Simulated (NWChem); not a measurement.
AgF in NWChem

```xyz
2

Ag     0.0000     0.0000    -0.3172
F      0.0000     0.0000     1.6566
```
Charge 0, spin multiplicity 1.

The numbers come from NWChem runs, not from measurements. Structure: optimised with PBE0/def2-SVP with def2 effective core potentials on Ag, a minimum by its harmonic frequencies.

Symmetry labels belong to the abelian group C2v used in the runs, with the axes of the coordinates shown; states degenerate in a higher group split over its labels.

Effective core potentials replace the inner electrons of Ag; spin-orbit coupling is left out. The structure started from a generated list of species.

Q: List the lowest 3 singlet excitations that TD-BHandHLYP/def2-SVPD with def2 effective core potentials on Ag gives, with oscillator strengths.

A: 
| state | symmetry | energy (eV) | wavelength (nm) | f |
|---|---|---|---|---|
| 1 | a1 | 3.76 | 330 | 0.010 |
| 2 | b2 | 4.05 | 306 | 0.013 |
| 3 | b1 | 4.05 | 306 | 0.013 |
